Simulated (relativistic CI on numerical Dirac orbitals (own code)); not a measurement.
Calculated levels, Ir LIX

These numbers are calculated, not measured: Dirac-Coulomb-Breit CI, orbitals from a KLI potential per configuration, a model potential for QED, unscaled Slater integrals (own radial code, finite nucleus).

Configurations in the expansion (outside the closed core [Ne]): 3s²3p⁶3d, 3s²3p⁵3d², 3s3p⁶3d², 3s²3p⁶4s, 3s²3p⁶4p, 3s²3p⁶4d, 3s²3p⁵3d4s, 3s²3p⁶4f, 3s²3p⁵3d4p, 3s²3p⁵3d4d, 3s3p⁶3d4s, 3s²3p⁵3d4f, 3p⁶3d²4p, 3s3p⁶3d4p, 3s3p⁶3d4d, 3s²3p⁶5s, 3s²3p⁶5p, 3s3p⁶3d4f, 3s²3p⁶5d, 3s²3p⁶5f, 3s²3p⁶5g, 3p⁶3d³, 3p⁵3d⁴, 3p⁵3d³4s, 3p⁶3d²4s, 3p⁵3d²4s², 3p⁶3d²4d, 3p⁵3d³4d, 3p⁵3d²4s4d. Double excitations out of closed p, d and f shells are left out; levels of such configurations are missing from the list, as are those of other unlisted configurations, and high levels can miss mixing partners. These lack a partner that the ground configuration has and come out too high: 3s²3p⁵3d4p, 3s²3p⁵3d4f.

The lowest level is 3s²3p⁶3d ²D3/2, with 100 % of that term; Hund's rules for 3s²3p⁶3d give ²D with J = 3/2, in agreement.

| No. | Configuration | Term | J | E (eV) | % | Next component (%) | Landé g | Lifetime (s) |
| --- | --- | --- | --- | --- | --- | --- | --- | --- |
| 1 | 3s²3p⁶3d | ²D | 3/2 | 0.00 | 100 |  | 0.785 |  |
| 2 | 3s²3p⁶3d | ²D | 5/2 | 93.27 | 100 |  | 1.187 | 2.21e-07 |
| 3 | 3s²3p⁵3d² | ⁴D° | 3/2 | 267.11 | 38 | 26 ⁴F° | 0.946 | 3.23e-10 |
| 4 | 3s²3p⁵3d² | ⁴D° | 1/2 | 269.59 | 81 | 17 ²P° | 0.140 | 7.36e-11 |
| 5 | 3s²3p⁵3d² | ⁴F° | 5/2 | 274.60 | 34 | 23 ²D° | 0.999 | 1.29e-10 |
| 6 | 3s²3p⁵3d² | ²G° | 7/2 | 277.02 | 35 | 30 ⁴G° | 1.009 | 1.76e-07 |
| 7 | 3s²3p⁵3d² | ²P° | 3/2 | 301.65 | 32 | 22 ⁴P° | 1.322 | 5.34e-10 |
| 8 | 3s²3p⁵3d² | ⁴D° | 5/2 | 354.03 | 50 | 21 ²F° | 1.250 | 1.00e-08 |
| 9 | 3s²3p⁵3d² | ⁴G° | 9/2 | 358.64 | 70 | 19 ²G° | 1.162 | 1.87e-07 |
| 10 | 3s²3p⁵3d² | ⁴F° | 7/2 | 362.14 | 47 | 30 ⁴D° | 1.235 | 8.64e-11 |
| 11 | 3s²3p⁵3d² | ⁴D° | 3/2 | 366.53 | 47 | 34 ²D° | 1.083 | 3.76e-11 |
| 12 | 3s²3p⁵3d² | ⁴P° | 5/2 | 368.50 | 42 | 30 ²F° | 1.222 | 1.17e-10 |
| 13 | 3s²3p⁵3d² | ²H° | 11/2 | 370.21 | 70 | 30 ⁴G° | 1.132 | 1.60e-04 |
| 14 | 3s²3p⁵3d² | ²G° | 7/2 | 371.87 | 42 | 31 ²F° | 1.086 | 6.06e-10 |
| 15 | 3s²3p⁵3d² | ²S° | 1/2 | 379.14 | 33 | 31 ⁴P° | 1.624 | 3.30e-09 |
| 16 | 3s²3p⁵3d² | ²F° | 7/2 | 383.65 | 38 | 29 ²G° | 1.129 | 4.54e-10 |
| 17 | 3s²3p⁵3d² | ⁴D° | 5/2 | 385.64 | 48 | 39 ²D° | 1.243 | 1.77e-10 |
| 18 | 3s²3p⁵3d² | ²G° | 9/2 | 389.03 | 62 | 20 ²H° | 1.099 | 4.06e-06 |
| 19 | 3s²3p⁵3d² | ⁴S° | 3/2 | 389.32 | 35 | 30 ²D° | 1.434 | 4.05e-10 |
| 20 | 3s²3p⁵3d² | ²D° | 3/2 | 408.87 | 43 | 26 ⁴F° | 0.864 | 9.48e-13 |
| 21 | 3s²3p⁵3d² | ²F° | 5/2 | 416.81 | 81 | 10 ²D° | 0.867 | 7.06e-13 |
| 22 | 3s²3p⁵3d² | ²P° | 1/2 | 423.86 | 73 | 20 ⁴D° | 0.638 | 6.62e-13 |
| 23 | 3s²3p⁵3d² | ⁴G° | 11/2 | 451.93 | 70 | 30 ²H° | 1.205 | 1.28e-07 |
| 24 | 3s²3p⁵3d² | ²D° | 5/2 | 460.30 | 52 | 20 ²F° | 1.201 | 2.45e-10 |
| 25 | 3s²3p⁵3d² | ⁴F° | 9/2 | 463.47 | 47 | 44 ²G° | 1.185 | 1.09e-07 |
| 26 | 3s²3p⁵3d² | ²F° | 7/2 | 466.83 | 51 | 40 ⁴D° | 1.226 | 7.77e-12 |
| 27 | 3s²3p⁵3d² | ²P° | 1/2 | 474.75 | 58 | 27 ²S° | 1.129 | 7.24e-11 |
| 28 | 3s²3p⁵3d² | ²F° | 7/2 | 491.28 | 43 | 30 ⁴D° | 1.155 | 2.17e-12 |
| 29 | 3s²3p⁵3d² | ²P° | 3/2 | 500.24 | 53 | 26 ²D° | 1.266 | 2.30e-11 |
| 30 | 3s²3p⁵3d² | ²D° | 5/2 | 510.73 | 54 | 15 ⁴D° | 1.163 | 6.39e-13 |
| 31 | 3s²3p⁵3d² | ²P° | 3/2 | 513.34 | 58 | 12 ⁴D° | 1.301 | 8.17e-13 |
| 32 | 3s²3p⁵3d² | ⁴G° | 5/2 | 689.02 | 48 | 41 ²F° | 0.745 | 7.81e-13 |
| 33 | 3s²3p⁵3d² | ²P° | 1/2 | 734.80 | 53 | 33 ⁴D° | 0.643 | 2.33e-13 |
| 34 | 3s²3p⁵3d² | ²D° | 3/2 | 738.67 | 57 | 25 ⁴F° | 0.777 | 1.17e-13 |
| 35 | 3s²3p⁵3d² | ⁴G° | 7/2 | 774.23 | 49 | 23 ²G° | 1.006 | 5.45e-11 |
| 36 | 3s²3p⁵3d² | ²D° | 5/2 | 777.09 | 27 | 23 ⁴F° | 1.052 | 4.75e-12 |
| 37 | 3s²3p⁵3d² | ⁴D° | 3/2 | 783.57 | 40 | 27 ²D° | 1.151 | 7.96e-12 |
| 38 | 3s²3p⁵3d² | ⁴P° | 1/2 | 786.44 | 46 | 28 ⁴D° | 1.741 | 1.58e-09 |
| 39 | 3s²3p⁵3d² | ²H° | 9/2 | 789.08 | 51 | 33 ²G° | 1.013 | 1.53e-09 |
| 40 | 3s²3p⁵3d² | ²D° | 5/2 | 818.97 | 40 | 22 ⁴D° | 1.134 | 1.75e-13 |
| 41 | 3s²3p⁵3d² | ²F° | 7/2 | 820.88 | 55 | 23 ²G° | 1.117 | 2.16e-13 |
| 42 | 3s²3p⁵3d² | ²P° | 3/2 | 828.68 | 46 | 20 ⁴D° | 1.316 | 1.77e-13 |
| 43 | 3s²3p⁵3d² | ⁴D° | 7/2 | 869.83 | 35 | 31 ²F° | 1.205 | 1.33e-11 |
| 44 | 3s²3p⁵3d² | ²G° | 9/2 | 877.49 | 42 | 21 ⁴G° | 1.109 | 1.46e-09 |
| 45 | 3s²3p⁵3d² | ²P° | 3/2 | 880.88 | 31 | 26 ²D° | 1.328 | 7.81e-11 |
| 46 | 3s²3p⁵3d² | ²F° | 5/2 | 885.48 | 38 | 33 ²D° | 1.088 | 4.64e-10 |
| 47 | 3s²3p⁵3d² | ²P° | 1/2 | 910.33 | 76 | 17 ⁴D° | 0.647 | 3.32e-11 |
| 48 | 3s3p⁶3d² | ⁴F | 3/2 | 921.60 | 77 | 21 ²D | 0.492 | 1.61e-13 |
| 49 | 3s3p⁶3d² | ⁴F | 5/2 | 931.76 | 44 | 26 ²F | 1.036 | 1.58e-13 |
| 50 | 3s3p⁶3d² | ⁴P | 1/2 | 953.34 | 57 | 30 ²S | 2.185 | 1.59e-13 |
| 51 | 3s3p⁶3d² | ⁴F | 7/2 | 1011.68 | 88 | 8 ²F | 1.205 | 1.60e-13 |
| 52 | 3s3p⁶3d² | ⁴F | 5/2 | 1016.75 | 49 | 25 ⁴P | 1.172 | 1.62e-13 |
| 53 | 3s3p⁶3d² | ⁴P | 3/2 | 1023.43 | 85 | 9 ²D | 1.559 | 1.62e-13 |
| 54 | 3s3p⁶3d² | ²G | 9/2 | 1029.10 | 65 | 35 ⁴F | 1.174 | 1.59e-13 |
| 55 | 3s3p⁶3d² | ²F | 5/2 | 1032.79 | 58 | 30 ⁴P | 1.097 | 1.61e-13 |
| 56 | 3s3p⁶3d² | ²G | 7/2 | 1038.88 | 75 | 25 ²F | 0.938 | 1.63e-13 |
| 57 | 3s3p⁶3d² | ²P | 3/2 | 1040.40 | 46 | 31 ²D | 1.066 | 1.62e-13 |
| 58 | 3s3p⁶3d² | ²P | 1/2 | 1047.24 | 71 | 26 ⁴P | 1.212 | 1.62e-13 |
| 59 | 3s3p⁶3d² | ⁴F | 9/2 | 1107.79 | 65 | 35 ²G | 1.243 | 1.61e-13 |
| 60 | 3s3p⁶3d² | ²D | 5/2 | 1120.98 | 52 | 40 ⁴P | 1.324 | 1.62e-13 |
| 61 | 3s3p⁶3d² | ²F | 7/2 | 1128.07 | 67 | 22 ²G | 1.087 | 1.66e-13 |
| 62 | 3s3p⁶3d² | ²P | 3/2 | 1134.23 | 52 | 39 ²D | 1.097 | 1.65e-13 |
| 63 | 3s3p⁶3d² | ²S | 1/2 | 1152.70 | 68 | 17 ⁴P | 1.892 | 1.63e-13 |
| 64 | 3p⁶3d³ | ⁴F | 3/2 | 1879.12 | 43 | 40 ²D | 0.723 |  |
| 65 | 3p⁶3d³ | ⁴F | 5/2 | 1961.13 | 81 | 17 ²D | 1.051 |  |
| 66 | 3p⁶3d³ | ⁴P | 3/2 | 1968.41 | 38 | 33 ⁴F | 1.163 |  |
| 67 | 3p⁶3d³ | ²H | 9/2 | 1971.59 | 47 | 41 ²G | 1.027 |  |
| 68 | 3p⁶3d³ | ²G | 7/2 | 1972.30 | 50 | 30 ⁴F | 1.031 |  |
| 69 | 3p⁶3d³ | ⁴P | 1/2 | 1974.67 | 57 | 43 ²P | 1.800 |  |
| 70 | 3p⁶3d³ | ²D | 5/2 | 2000.62 | 46 | 30 ⁴P | 1.224 |  |

Energies count from the lowest computed level; ° marks odd parity; lifetimes are radiative, by E1, M1, E2, M2, E3 decay to levels of this space only; some are left blank where a channel outside the calculation adds to the decay or the decay crosses a small, uncertain gap.

The mean weight of the leading LS term, summed over parents, in these 70 levels is 54 %, and that of the leading jj configuration (from the same eigenvectors) 98 %, so jj coupling describes them better and the LS labels are nominal.

At this charge energies of transitions that change n are usually good to better than 1 %, and those within a shell (Δn = 0) to a few per cent.

LS names give the leading component of a level, which can be under half, so a name can repeat, a term be missing and a line seem to break the LS rules.
